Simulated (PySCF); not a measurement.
N-methylmethanimine cation (C₂H₅N), SMILES C=NC (connectivity only; charge and spin as stated), charge +1, multiplicity 2.

Geometry optimised at PBE0-D3(BJ)/def2-TZVP. The multiplicity is an assumed one; other spin states were not compared.

Method: PySCF with PBE0-D3(BJ)/def2-TZVP.

Harmonic, unscaled wavenumbers; measured fundamentals usually lie a few per cent lower.

```
mode  ν (cm⁻¹)  IR (km/mol)  moving atoms (share of kinetic energy)
----  --------  -----------  --------------------------------------
1          145          1.1                          H 85 %, N 11 %
2          235         12.5                  N 47 %, H 36 %, C 17 %
3          359         19.6                  H 53 %, N 37 %, C 10 %
4          912          6.4                   C 68 %, H 24 %, N 8 %
5          970          3.1                          H 71 %, C 26 %
6         1038         34.5                          H 74 %, C 25 %
7         1103          2.8                  H 64 %, C 21 %, N 15 %
8         1116          0.8                          H 71 %, C 22 %
9         1377         27.7                          H 90 %, C 10 %
10        1388         37.0                                  H 91 %
11        1393         28.8                                  H 98 %
12        1442         19.1                                  H 93 %
13        1859          2.2                          N 56 %, C 41 %
14        2967         94.5                                  H 96 %
15        2996         46.6                                  H 95 %
16        3095         17.4                                  H 93 %
17        3109         53.9                          H 90 %, C 10 %
18        3147         18.5                          H 90 %, C 10 %
```
